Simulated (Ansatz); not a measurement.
Consider the ligand exchange at the Si–N bond: `[SiH3]N[SiH2][SeH]` + `[SH][GeH3]` → `[SiH3][S][GeH3]` + `N[SiH2][SeH]`.

Isolated molecules relaxed with PBE0-D4/def2-TZVP in Ansatz; ΔE leaves out vibrations. CBS: MP2 limit from def2 TZ/QZ plus the TZ coupled-cluster correction, frozen cores. Functionals use def2-TZVPP. B3LYP here is the variant with VWN-RPA as its local correlation; programs differ in this. For Ge, Se outer-core shells are correlated without core-valence functions, which leaves a few kJ/mol of doubt a bond. Scalar relativity is left out up to krypton. Each species was taken in one conformer, which may not be the lowest.

| level | ΔE (kcal/mol) | difference from CCSD(T)/CBS |
| --- | --- | --- |
| r2SCAN-D4 | -3.1 | -0.9 |
| B3LYP-D4 | -1.5 | 0.7 |
| ωB97X-V | -1.9 | 0.3 |
| B2PLYP | -1.8 | 0.4 |
| PBE | -4.4 | -2.2 |
| r2SCAN | -3.2 | -1.0 |
| PBE0 | -3.9 | -1.7 |
| B3LYP | -2.0 | 0.2 |
| HF/def2-TZVPP | -0.1 | 2.1 |
| MP2/def2-TZVPP | -2.0 | 0.2 |
| SCS-MP2/def2-TZVPP | -1.1 | 1.1 |
| CCSD/def2-TZVPP | -0.9 | 1.3 |
| MP2/def2-QZVPP | -2.4 | -0.2 |
| SCS-MP2/def2-QZVPP | -1.5 | 0.7 |
| MP2/CBS(def2) | -2.9 | -0.7 |
| CCSD/CBS(def2) | -1.8 | 0.4 |
| CCSD(T)/CBS | -2.2 | 0 |

Largest T1 diagnostic among the species: 0.011.

In def2-TZVPP, CCSD(T) changes the Hartree–Fock value by −1.2 kcal/mol (the triples alone add −0.4 kcal/mol) and MP2 by −1.9 kcal/mol.
